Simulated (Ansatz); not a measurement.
Reaction (formal exchange of groups at a Te–Si bond): `C[SiH](C)[TeH]` + CH₃OH → `OC[TeH]` + `C[SiH2]C`

Computed with Ansatz on PBE0-D4/def2-TZVP structures; ΔE is electronic, products minus reactants. CBS: MP2 limit from def2 TZ/QZ plus the TZ coupled-cluster correction, frozen cores. This one scheme is used for every species. DFT in def2-TZVPP. def2 core potentials past Kr. For Te outer-core shells are correlated without core-valence functions, which leaves a few kJ/mol of doubt a bond. Each species was taken in one conformer, which may not be the lowest.

| level | ΔE (kJ/mol) |
| --- | --- |
| revPBE-D4 | 90.3 |
| MP2/def2-SVP | 102.5 |

**Question.** What does CCSD(T)/CBS give? (Estimate.)

**Answer.** Ansatz gave: +99.1 kJ/mol. The listed levels differ from it by -8.8, 3.4 kJ/mol.

Largest T1 diagnostic among the species: 0.011.

From PBE to PBE0 (25 % exact exchange), in def2-TZVPP and without D4, ΔE moves by +8.7 kJ/mol. The D4 term adds +5.8 kJ/mol with B3LYP and +3.5 kJ/mol with PBE0; it sums over pairs of atoms, weighted by their polarisabilities, and B3LYP, whose exchange is more repulsive, gets the larger term. Leaving LDA and LC-ωPBE aside and taking each functional with its dispersion term where it has one, the values, not all of them listed here, spread over 17.5 kJ/mol, from BLYP-D4 to BHLYP-D4.

CCSD(T)/CBS has its own doubt, a few kJ/mol and more with outer-core shells, so smaller differences from it don't rank the levels.

B3LYP here is the variant with VWN-RPA as its local correlation; programs differ in this.
